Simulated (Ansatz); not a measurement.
The same path of BCl2H3S (7 atoms, charge 0, multiplicity 1) was run twice with different band settings. Lost on the way: B1–Cl2, S5–H7. Made: Cl2–H7.

Method: RKS PBE/def2-SVP (Ansatz 0.2.0).

Relaxed end points:

```xyz
7
Properties=species:S:1:pos:R:3
B 0.128 0.045 0.205
Cl 0.123 -0.885 1.764
Cl 1.488 -0.311 -0.945
H -0.962 0.235 -0.300
S 0.582 2.103 0.745
H 1.695 1.840 1.492
H -0.202 2.226 1.858
```

```xyz
7
Properties=species:S:1:pos:R:3
B 0.299 0.700 -0.372
Cl -0.470 -0.505 2.998
Cl 1.630 -0.328 -0.865
H -0.834 0.424 -0.690
S 0.522 2.210 0.587
H 1.877 2.128 0.745
H -0.171 0.625 2.415
```

Common settings: climbing image yes; spring 5.0 eV/Å²; optimiser quadratic models (default); start path through a guess of the saddle point; force threshold 0.03 eV/Å; iteration limit 60; end points relaxed.

| run | movable images |
| --- | --- |
| 1 | 5 |
| 2 | 3 |

**Question.** What does each run give, and how far can it be trusted?

**Answer.** Run 1: converged after 9 iterations, highest image 0.611 eV above the first end. A vibrational analysis at the climbing image gives one clearly imaginary mode, 495i cm⁻¹: a first-order saddle point.
Run 2: converged after 10 iterations, highest image 0.610 eV above the first end. Another band between the same ends (5 images) ends at a top of the same energy, where a vibrational analysis finds 1 clearly imaginary mode. So few images can step over the top or miss a turn of the path.
The orbitals stay closed-shell, which can raise the energy where a bond breaks towards radicals; this wasn't checked here.
